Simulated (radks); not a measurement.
The potassium ion K+ inside a hard spherical wall (all orbitals vanish at R), configuration held at [Ar] and not refilled when levels cross. Calculated with a radial shooting solver on a logarithmic mesh with Libxc functionals: non-relativistic Kohn-Sham, LDA (Slater exchange, Perdew-Wang correlation), spin-unpolarised, spherical densities, point nucleus. Eigenvalues in eV, with the zero of energy where the potential of the charges vanishes at infinity; a dash marks a level that is unbound or too diffuse for the functional's potential to be trusted. A positive occupied level is held by the wall or, in an anion where self-interaction has pushed it up, behind a barrier. The pressure on the wall is -dE/dV.

R (bohr)  E (hartree)  kinetic (hartree)    e(2s)    e(2p)    e(3s)    e(3p)  e(4s, empty)  e(3d, empty)  pressure (GPa)
free       -598.03273            597.020  -355.56  -286.03  -41.031  -24.985        -6.090        -3.940               0
20         -598.03273            597.020  -355.56  -286.03  -41.031  -24.985        -6.090        -3.940        < 0.0001
6          -598.03248            597.023  -355.54  -286.01  -41.018  -24.972        -4.731        -3.485          0.0409
4          -597.99945            597.304  -354.49  -284.94  -40.286  -24.181         4.266        -1.067            11.7
3.5        -597.92235            597.830  -352.82  -283.25  -39.152  -22.917        12.332         1.170            50.6
2.5        -596.78780            603.436  -339.54  -269.67  -29.450  -11.924        61.985        15.573            1150
2          -593.64363            615.276  -318.76  -248.23  -10.573    8.878        140.53        38.194            6640
